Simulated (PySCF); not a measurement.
SiCl3I, SMILES Cl[Si](Cl)(Cl)I. Atoms are numbered in the order given.

```xyz
5

Cl     1.6603    -0.9586     1.4838
Si     0.0000     0.0000     0.7826
Cl    -1.6603    -0.9586     1.4838
Cl     0.0000     1.9171     1.4838
I      0.0000     0.0000    -1.6345
```
Charge 0, spin multiplicity 1.

The structure is a stationary point at PBE0-D3(BJ)/def2-SVP. The def2 effective core potentials stand for the cores of I; spin–orbit coupling is left out.

Computed with PBE/def2-TZVP in PySCF.

Isolated molecule, no solvent.

Q: Estimate the frontier levels, gap, dipole moment and polarisability. (An estimate is asked for; the answer gives what the named calculation found.)

A: 
```json
{
 "highest_occupied_level": "-7.09 eV",
 "lowest_empty_level": "-2.46 eV",
 "orbital_gap": "4.63 eV",
 "dipole_moment": "0.51 D",
 "quadrupole, principal values (traceless, Buckingham form, about the centre of nuclear charge)": "-1.09, -1.09, 2.18 D·Å",
 "mean_static_polarisability": "91.1 bohr³ (13.50 Å³)",
 "polarisability_principal_values": "83.5, 83.5, 106.3 bohr³"
}
```
